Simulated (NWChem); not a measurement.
A series in which one site is exchanged, each optimised at PBE0/def2-SVP with NWChem, gas phase unless a solvent is named. All stand in one matching conformer (torsions within 35°), which need not be the lowest. Some are not confirmed as minima by frequencies. def2 effective core potentials on Cd, Te; no spin-orbit coupling.

A: [TeH]O[SiH3] (SiH₄TeO; site = Te)
B: [BeH][O][SiH3] (BeSiH$_{4}$O; site = Be)
C: [SiH3][O][CdH] (CdSiH$_{4}$O; site = Cd)
D: [ZnH][O][SiH3] (ZnSiH₄O; site = Zn)

| quantity | A | B | C | D |
|---|---|---|---|---|
| orbital gap (eV), PBE0/def2-SVP | 4.40 | 9.25 | 7.07 | (withheld) |
| vertical ionisation energy, ΔSCF, PBE0/def2-SVP (eV) | 8.69 | 11.27 | 9.91 | (withheld) |
| static polarisability, PBE0/def2-SVPD (bohr³) | 72.5 | 47.3 | 62.1 | (withheld) |
| lowest singlet excitation, PBE0/def2-SVPD, TDA (eV) | 2.83 | 7.42 | 5.68 | (withheld) |

Question: Fill in the missing entries.

Answer: 
- orbital gap (eV), PBE0/def2-SVP, D: 7.76
- vertical ionisation energy, ΔSCF, PBE0/def2-SVP (eV), D: 10.22
- static polarisability, PBE0/def2-SVPD (bohr³), D: 55.4
- lowest singlet excitation, PBE0/def2-SVPD, TDA (eV), D: 6.21
